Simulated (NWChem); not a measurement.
System: CClF₂, doublet; SMILES Cl[C](F)F

Results from NWChem. Pople sets run with spherical d functions. Spin-unrestricted. In the optimisation the excess spin sits in a' (Cs, its own frame). Structure relaxed at the B3LYP/6-31G* (spherical d), spin-unrestricted level. No stability test was run on the SCF state. Level B3LYP/6-31G*: energy and gradient on several grids; changes count from the extra-fine grid, which is no exact limit either.

Which is the coarsest grid (fine; xcoarse; medium; xfine; coarse) from which on the energy stays within 500 μHa and each gradient component within 500 μHa/bohr of xfine?

coarse.
```json
[
 {"grid": "xcoarse", "size of the energy change (μHa)": "4000", "largest change of a gradient component (μHa/bohr)": "2000", "time, medium = 1 (rough)": "about 1"},
 {"grid": "coarse", "size of the energy change (μHa)": "< 10", "largest change of a gradient component (μHa/bohr)": "200", "time, medium = 1 (rough)": "about 1"},
 {"grid": "medium", "size of the energy change (μHa)": "< 10", "largest change of a gradient component (μHa/bohr)": "< 30", "time, medium = 1 (rough)": "about 1"},
 {"grid": "fine", "size of the energy change (μHa)": "< 10", "largest change of a gradient component (μHa/bohr)": "< 30", "time, medium = 1 (rough)": "about 1"},
 {"grid": "xfine", "size of the energy change (μHa)": "< 10", "largest change of a gradient component (μHa/bohr)": "< 30", "time, medium = 1 (rough)": "2"}
]
```
